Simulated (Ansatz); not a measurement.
H$_{6}$BrN$_{3}$Si (SMILES N[Si](N)(N)Br), singlet, at a GFN2-xTB geometry, with bond 9-3 at 2.4 times its length; CASSCF(6,5)/STO-3G in Ansatz (a first-principles code).

Input for Ansatz:
Ansatz 0.2 input:
```yaml
crystal:
  periodic: [false, false, false]
  atoms:
    - {symbol: N, position_ang: [-0.98466373, -1.54956684, -1.01677756]}
    - {symbol: Si, position_ang: [-0.36213329, 0.03147591, -0.76085608]}
    - {symbol: N, position_ang: [0.90990856, 0.45531353, -1.83556876]}
    - {symbol: N, position_ang: [-1.57757550, 1.23787061, -0.61926453]}
    - {symbol: Br, position_ang: [0.58955849, -0.05124326, 1.23868526]}
    - {symbol: H, position_ang: [-1.55626701, -1.97226884, -0.30464118]}
    - {symbol: H, position_ang: [-1.30441629, -1.82045396, -1.93008444]}
    - {symbol: H, position_ang: [1.76896545, -0.06797927, -1.80852363]}
    - {symbol: H, position_ang: [0.40173434, 1.12377605, -4.09633907]}
    - {symbol: H, position_ang: [-1.33309750, 2.13763098, -0.24083710]}
    - {symbol: H, position_ang: [-2.27172032, 1.33676160, -1.33908014]}
basis:
  gaussian:
    orbitals: STO-3G
hamiltonian:
  xc: hf
magnetization: {spin_polarized: false}
correlation: {active_space: {window: {electrons: 6, orbitals: 5}}}
```

Predict the main parts of the log of this Ansatz run.


```
Functional definition: HF
563 factors; integrals over basis functions are off by at most 3.0e-5 eV
mean field evaluation 1: about -81485.8580 eV, gradient 3.1e1 eV
mean field evaluation 2: about -81485.9588 eV, gradient 3.1e1 eV
mean field evaluation 4: about -81490.3449 eV, gradient 5.7e0 eV
mean field evaluation 8: about -81490.5214 eV, gradient 2.1e-1 eV
mean field -81490.52123790 eV, -2994.7214192336 hartree, gradient 2.2e-6 eV, S^2 0.000000; 0 other end points of the search recorded, 0 dependent functions left out
reference -81490.52123790 eV, -2994.7214192336 hartree; 38, 38 occupied and 10, 10 virtual orbitals, 563 factors
state -81496.44038173 eV, -2994.9389437573 hartree
2 active orbitals were swapped for others, from the solution at -81496.29546178 eV, -2994.9336180472 hartree to that at -81496.44038173 eV, -2994.9389437573 hartree; typed "places" are swapped only where nearly empty or full, and so, without "given_window_search", are "orbital_numbers", "shells" and a window whose orbitals a file names under [Active]
Total energy: -81496.44038173 eV, -2994.9389437573 hartree
```
